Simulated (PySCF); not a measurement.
A structure optimised at PBE-D3(BJ)/def2-SVP, used in a PySCF frequency run:

```xyz
11

F     -2.0530    -0.0922     0.0000
C     -0.7531    -0.3598     0.0000
S     -0.1936    -2.0178     0.0000
C      1.4439    -1.3687     0.0000
N      1.5352    -0.0682     0.0000
C      0.2934     0.5458     0.0000
Si     0.1607     2.4262     0.0000
H      2.3008    -2.0595     0.0000
H      0.8314     2.9839    -1.2233
H     -1.2904     2.8134     0.0000
H      0.8314     2.9839     1.2233
```
Charge 0, spin multiplicity 1.

### Question
Write its SMILES, formula and point group.

### Answer
Fc1scnc1[SiH3], C3H4FNSSi, Cs

### Question
What are its rotational constants (standard atomic weights)?

### Answer
3.1764, 1.4170, 0.99145 GHz
